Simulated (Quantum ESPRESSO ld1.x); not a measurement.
Problem. S IX, configuration [He] 2s2 2p4. Calculated with ld1.x of Quantum ESPRESSO 7.5: non-relativistic Kohn-Sham, PW91, spin-unpolarised, spherical densities, point nucleus. Some entries of the table are withheld. Estimate them.

orbital,occ.,eigenvalue (eV),<r> (bohr)
1s,2,-2638.119,(1)
2s,2,-407.819,(2)
2p,4,(3),(4)
3s,0,(5),1.180
3p,0,-129.079,1.184

Solution. 
(1) 1s <r> (bohr): 0.09711
(2) 2s <r> (bohr): 0.4534
(3) 2p eigenvalue (eV): -359.624
(4) 2p <r> (bohr): 0.4055
(5) 3s eigenvalue (eV): -142.658
